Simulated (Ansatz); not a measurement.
Mulliken charges of CH6SiZn (`[SiH3][CH2][ZnH]`) from PBE/def2-TZVPP in Ansatz (PBE0-D4/def2-TZVP geometry).

```csv
atom,x (Å),y (Å),z (Å),charge (e)
Si1,-0.536,0.801,-0.792,0.144
C2,0.662,-0.468,-0.152,-0.276
Zn3,0.307,-1.018,1.680,0.197
H4,-1.929,0.273,-0.755,-0.063
H5,-0.257,1.224,-2.195,-0.064
H6,-0.505,2.027,0.056,-0.063
H7,1.681,-0.068,-0.199,0.110
H8,0.632,-1.357,-0.791,0.110
H9,0.033,-1.460,3.130,-0.095
```

Question: By hand: the dipole of these point charges (1 e Å = 4.8032 D).

Answer: Σ q r = (0.222, -0.197, 0.037) e Å, of length 0.299 e Å = 1.44 D.

Question: How does the dipole of the full density compare? (Best estimate.)

Answer: Computed: (0.180, -0.144, -0.005) e Å, 1.11 D; the point charges give 1.30 times that, at 9° from its direction.

Point charges leave out the atoms' own dipoles, such as those of lone pairs, and Mulliken's split depends on the basis, so the two needn't agree.
